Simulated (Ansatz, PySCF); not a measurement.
Gas-phase reaction (SMILES): FC1(F)COC1 + 6 [H][H] (H2) -> 3 C (CH4) + 2 F (HF) + O (H2O); energy of full hydrogenation.

Structures are relaxed separately at B3LYP-D3(BJ)/def2-TZVP in Ansatz (an electronic-structure program), one conformer each, not searched for the lowest. Correlated levels leave the core frozen unless marked. Spin-orbit coupling is left out. Non-relativistic. Basis-set limits of correlation are two-point, X^-3; Hartree-Fock from the larger set. [CCSD(T)-MP2]/basis is that difference in the basis named. Thermal terms are rigid-rotor harmonic-oscillator values from B3LYP-D3(BJ) frequencies (PySCF) at 298.15 K and 1 atm. 1 Eh = 627.5095 kcal/mol.

```tsv
species	E, RI-MP2/CBS(cc-pVTZ,cc-pVQZ)+[CCSD(T)-MP2]/cc-pVTZ (Ansatz) (Eh)	E, wB97X-V/def2-TZVPD (Ansatz) (Eh)	H - E (Eh)	G - E (Eh)
FC1(F)COC1	-391.26151	-391.63984	0.07710	0.04241
[H][H] (H2)	-1.17529	-1.17238	0.01336	-0.00144
C (CH4)	-40.46125	-40.51531	0.04840	0.02728
F (HF)	-100.39237	-100.45520	0.01259	-0.00713
O (H2O)	-76.37659	-76.43464	0.02495	0.00353
```

Work out ΔE and ΔH, ΔG, ΔS and the equilibrium constant at 298.15 K at the first level, then ΔH at the second.


1. ΔE = [3×(-40.46125) + 2×(-100.39237) + (-76.37659)] - [(-391.26151) + 6×(-1.17529)] = -0.23183 Eh = -145.5 kcal/mol at RI-MP2/CBS(cc-pVTZ,cc-pVQZ)+[CCSD(T)-MP2]/cc-pVTZ.
2. The terms H - E add up to 0.03807 Eh, so ΔH = (-0.23183 + (0.03807))×627.5095 = -121.6 kcal/mol.
3. The terms G - E add up to 0.03734 Eh, so ΔG = -122.0 kcal/mol, and ΔS = (0.03807 - (0.03734))×627509.5/298.15 = 1.5 cal/(mol K).
4. log10 K = -ΔG/(RT ln 10) = 89.4, with RT ln 10 = 1.3642 kcal/mol.
5. At wB97X-V/def2-TZVPD the same steps give ΔE = -136.1 and ΔH = -112.2 kcal/mol, a shift of +9.4 from the first level.
6. These values are not checked against measurement here, since the tables used lack a sound gas-phase enthalpy of formation for at least one species.
